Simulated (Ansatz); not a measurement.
**Two structures, one formula**

Two isomers of BSiH$_{3}$Cl$_{2}$, closed shell, relaxed at PBE0-D4/def2-TZVP (vibrations not checked).

A:

```json
{"atom": "B1", "x (Å)": "-0.8084", "y (Å)": "0.7392", "z (Å)": "1.0688"}
{"atom": "Si2", "x (Å)": "-0.0055", "y (Å)": "-0.8438", "z (Å)": "0.3781"}
{"atom": "Cl3", "x (Å)": "-0.4215", "y (Å)": "1.2537", "z (Å)": "2.7280"}
{"atom": "Cl4", "x (Å)": "-0.2554", "y (Å)": "-1.3960", "z (Å)": "-1.5667"}
{"atom": "H5", "x (Å)": "0.3263", "y (Å)": "0.8431", "z (Å)": "0.3049"}
{"atom": "H6", "x (Å)": "-1.6943", "y (Å)": "1.2418", "z (Å)": "0.4531"}
{"atom": "H7", "x (Å)": "1.3053", "y (Å)": "-1.3657", "z (Å)": "0.8347"}
```

B:

```json
{"atom": "Si1", "x (Å)": "-0.0913", "y (Å)": "0.8593", "z (Å)": "-0.2368"}
{"atom": "B2", "x (Å)": "0.1700", "y (Å)": "-1.0762", "z (Å)": "0.2772"}
{"atom": "Cl3", "x (Å)": "-1.2260", "y (Å)": "-2.0959", "z (Å)": "0.5163"}
{"atom": "Cl4", "x (Å)": "1.7529", "y (Å)": "-1.7724", "z (Å)": "0.4924"}
{"atom": "H5", "x (Å)": "-0.8459", "y (Å)": "0.9173", "z (Å)": "-1.5180"}
{"atom": "H6", "x (Å)": "-0.9016", "y (Å)": "1.5301", "z (Å)": "0.8157"}
{"atom": "H7", "x (Å)": "1.2034", "y (Å)": "1.5697", "z (Å)": "-0.3925"}
```

Computed with Ansatz 0.2.0 (basis: def2-TZVPP); correlated methods freeze the cores. B3LYP uses VWN-RPA correlation.

Q: Which structure is lower at CCSD(T), and by how much? (Judge from chemistry; the value comes from the calculation.)

A: The calculation gives: B, by 67.3 kJ/mol (electronic energy, against the other). By their contacts, A is BSiH₃Cl₂ ([Cl][BH]1[H][SiH]1[Cl]) and B is BSiH₃Cl₂ ([SiH3][B]([Cl])[Cl]).

All methods give the same order:

```
   method  E(B) − E(A) (kJ/mol)
   PBE-D4                 -48.2
r2SCAN-D4                 -54.7
  PBE0-D4                 -55.2
 B3LYP-D4                 -63.6
  wB97M-V                 -59.4
       HF                 -97.9
      MP2                 -64.0
     CCSD                 -70.9
  CCSD(T)                 -67.3
```

No T1 diagnostic of these runs exceeds 0.014.

Labels in which every atom is bracketed show which atoms are joined, not bond orders.
